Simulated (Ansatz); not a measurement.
AlSi₆. Total charge 0; doublet. Geometry B3LYP-D4/def2-SVP, basis def2-TZVP, Ansatz.

| atom | x (Å) | y (Å) | z (Å) |
| --- | --- | --- | --- |
| Al1 | -0.3159 | -1.9679 | 0.0676 |
| Si2 | 1.6160 | -2.2885 | 1.5571 |
| Si3 | 1.2866 | -0.1990 | 0.9897 |
| Si4 | -0.6484 | 2.9471 | -0.9387 |
| Si5 | -2.0879 | -1.1321 | -1.3802 |
| Si6 | 0.9361 | 1.9515 | 0.3966 |
| Si7 | -0.7866 | 0.6888 | -0.6921 |

```json
{"run": "A", "HOMO (eV)": "-5.65", "LUMO (eV)": "-4.49"}
{"run": "B", "HOMO (eV)": "-7.84", "LUMO (eV)": "-2.13"}
{"run": "C", "HOMO (eV)": "-5.38", "LUMO (eV)": "-4.62"}
{"run": "D", "HOMO (eV)": "-5.35", "LUMO (eV)": "-4.54"}
{"run": "E", "HOMO (eV)": "-5.90", "LUMO (eV)": "-4.21"}
{"run": "F", "HOMO (eV)": "-6.12", "LUMO (eV)": "-3.89"}
```

Another isomer (doublet) lies 1.37 eV lower at PBE0-D4/def2-TZVP; other spin states weren't run for this one.

HOMO and LUMO are taken over both spins.

Task: The runs used PBE, PBE0, r2SCAN, r2SCANh, revPBE, ωB97X-V. Estimate which is which.

Result: A r2SCAN (0 % exact exchange); B ωB97X-V (range-separated); C PBE (0 % exact exchange); D revPBE (0 % exact exchange); E r2SCANh (10 % exact exchange); F PBE0 (25 % exact exchange). Exact exchange lowers occupied and raises empty levels; among semilocal functionals meta-GGAs tend to open the gap a little, and such runs are hard to tell apart. The gap grows from 0.76 eV (PBE) to 5.71 eV (ωB97X-V).
